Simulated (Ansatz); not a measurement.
```xyz
9

Si   -1.4416    0.2600    0.5783
O    -0.2844   -0.2154   -0.4891
Si    1.3048   -0.2821   -0.7926
Br    2.4459   -0.3948    1.1100
H    -1.3061    1.7118    0.8587
H    -1.3101   -0.5057    1.8417
H    -2.7566   -0.0121   -0.0477
H     1.5984   -1.5043   -1.5674
H     1.7497    0.9425   -1.4920
```

The species carries charge 0 and has multiplicity 1.

Q: List the PBE0/def2-TZVPP orbital energies in eV (Ansatz). (An estimate is asked.)

A: Computed: Occupied: -13150.11, -1804.21, -1803.35, -1705.01, -1535.56, -1535.51, -1535.50, -523.20, -238.85, -179.19, -179.03, -179.02, -146.36, -145.60, -101.08, -101.02, -100.97, -100.30, -100.23, -100.23, -72.69, -72.65, -72.64, -72.50, -72.50, -28.41, -21.77, -16.91, -14.28, -12.50, -12.08, -12.00, -10.32, -10.21, -9.31, -9.15, -8.72, -8.43. Lowest empty: -0.19, 0.25, 1.00, 1.32, 1.45, 1.67, 2.03, 2.38.
